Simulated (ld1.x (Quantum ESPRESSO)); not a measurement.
gadolinium: excitation energies, all-electron against PAW

- Element: gadolinium (Gd)
- Generator: ld1.x (Quantum ESPRESSO) 7.5
- Type: PAW
- Functional: PBE
- Relativity: fully relativistic
- Frozen core: [Kr] 4d10
- Valence charge: 18
- Reference configuration: 4f7 5s2 5p6 5d1 6s0.5 6p0 (charge +1.5)
- Partial waves: 5s (bound): rcut 2.05, rcutus 2.40 bohr; 6s (bound): rcut 2.05, rcutus 2.40 bohr; 5p (bound): rcut 2.00, rcutus 2.75 bohr; 6p (bound, empty): rcut 2.00, rcutus 2.75 bohr; 5d (bound): rcut 2.00, rcutus 2.10 bohr; 5d channel at 1.95 Ry: rcut 2.00, rcutus 2.10 bohr; 4f (bound): rcut 1.15, rcutus 1.55 bohr; 4f channel at 0.6 Ry: rcut 1.15, rcutus 1.55 bohr
- Local potential: all-electron potential smoothed inside 1.20 bohr (lloc = -1)
- Core correction: Bessel-smoothed model core inside 1.05 bohr
- Augmentation charge: PSQ, inside the norm-conserving radii

Open shells are filled in proportion to 2j + 1 (rel_dist='average').

Energies are relative to the spin-unpolarised reference configuration 4f7 5s2 5p6 5d1 6s0.5 6p0; without spin polarisation the order of configurations can differ from experiment. Not all tests gave a result: test run stopped at test 6 of 7 (negative rho).

Give the all-electron excitation energy and the error of the potential for: 4f7 5s2 5p6 5d1 6s2 6p0; 4f7 5s2 5p6 5d1 6s1 6p0; 4f7 5s2 5p6 5d1 6s0 6p0; 4f7 5s2 5p6 5d1 6s0 6p1; 4f7 5s2 5p6 5d1 6s1 6p1.

```tsv
valence configuration	charge	ΔE all-electron (eV)	error AE − PS (meV)
4f7 5s2 5p6 5d1 6s2 6p0	0	-11.976	-10
4f7 5s2 5p6 5d1 6s1 6p0	+1	-5.330	-1.8
4f7 5s2 5p6 5d1 6s0 6p0	+2	6.769	-2.1
4f7 5s2 5p6 5d1 6s0 6p1	+1	-1.774	+1.7
4f7 5s2 5p6 5d1 6s1 6p1	0	-9.120	+19
```

The ghost test of this file was not conclusive.
